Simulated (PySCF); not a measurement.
## Computed structure and properties of [Ta3]+

System: [Ta3]+ (triplet); start: released along the symmetry-breaking force (C2v). Method: PySCF 2.14.0, UKS TPSS, Ta def2-SVP with ECP60; non-relativistic Hamiltonian with scalar-relativistic core potentials where named; density fitting; no spin-orbit coupling.

Input of the relaxation:

```python
mol = gto.M(atom='''
Ta     1.45799     0.04982     0.00004
Ta    -0.68834     1.18947     0.00000
Ta    -0.76966    -1.23930    -0.00004''',
    basis={'Ta': 'def2-SVP'},
    ecp={'Ta': 'def2-SVP'},
    charge=1, spin=2)
mf = dft.UKS(mol, xc='TPSS')
mf.grids.atom_grid = (50, 194)
mf = mf.density_fit()  # fitting sets: Ta def2-universal-JKFIT
mf.conv_tol = 1e-08; mf.max_cycle = 55
mf.kernel(dm0)  # dm0: converged density of the start geometry
# quasi-Newton relaxation in Cartesian coordinates to a largest gradient under 0.00045 Eh/bohr
```

Run from Python with OMP_NUM_THREADS=2; the lines above give its settings. Where DIIS fails, smearing, a level shift and second-order steps follow.
It took 26 s on 2 threads of Arm Neoverse V2, with other jobs on the host, from the converged density of the start.

Course of the relaxation:

| step | energy above end (eV) | largest force component within the symmetry (eV/Å) |
| --- | --- | --- |
| 0 | 0.0174 | 0.495 |
| 1 | 0.0039 | 0.241 |
| 2 | 0.0000 | 0.009 |
| 3 | 0.0000 | 0.003 |

Relaxed geometry (nearly D3h):

```xyz
3

Ta    1.4468    0.0303    0.0000
Ta   -0.6997    1.2091    0.0000
Ta   -0.7471   -1.2394    0.0000
```

```json
{"contact": "Ta2–Ta1", "Å": "2.449"}
{"contact": "Ta3–Ta2", "Å": "2.449"}
{"contact": "Ta3–Ta1", "Å": "2.535"}
```

On the finer grid (75, 302):

The HOMO is -8.32 eV and the LUMO is -7.89 eV. The dipole about the centre of mass is 0.20 D and the spin squared is 2.098. The set of Mulliken populations of Ta1 outside the core potential is s 3.03, p 6.03, d 3.57, f 0.03. The D3(BJ) dispersion energy (not in the energies) is -0.161 eV.

| atom | Mulliken (e) | Löwdin (e) | spin (e) |
| --- | --- | --- | --- |
| Ta1 | 0.35 | 0.36 | 1.13 |
| Ta2 | 0.30 | 0.28 | -0.26 |
| Ta3 | 0.35 | 0.36 | 1.13 |

No frequency check is given here.

One start shape was tried, so this needn't be the lowest isomer.

Open shells may have lower solutions than the one found.
